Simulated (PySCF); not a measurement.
```xyz
11

C      2.9291     0.4855     0.6036
C      1.8528     0.1393     0.1935
C      0.6025    -0.2950    -0.3132
C     -0.5777     0.2200     0.0424
C     -1.8729    -0.2889    -0.4802
F     -2.5861     0.7513    -1.0921
H      3.8755     0.7991     0.9700
H      0.6339    -1.1068    -1.0350
H     -0.6251     1.0386     0.7517
H     -2.5063    -0.6681     0.3267
H     -1.7258    -1.0751    -1.2230
```

Charge 0, multiplicity 1.

Task: Give the Mulliken and meta-Löwdin atomic charges from PySCF with TPSSh-D3(BJ)/def2-TZVP // B3LYP-D3(BJ)/def2-TZVP.

Result: 
| atom | Mulliken (e) | meta-Löwdin (e) |
|---|---|---|
| C1 | -0.08 | -0.20 |
| C2 | 0.03 | -0.03 |
| C3 | -0.32 | -0.11 |
| C4 | -0.07 | -0.10 |
| C5 | 0.05 | 0.09 |
| F6 | -0.24 | -0.33 |
| H7 | 0.17 | 0.18 |
| H8 | 0.13 | 0.13 |
| H9 | 0.13 | 0.13 |
| H10 | 0.10 | 0.12 |
| H11 | 0.10 | 0.11 |
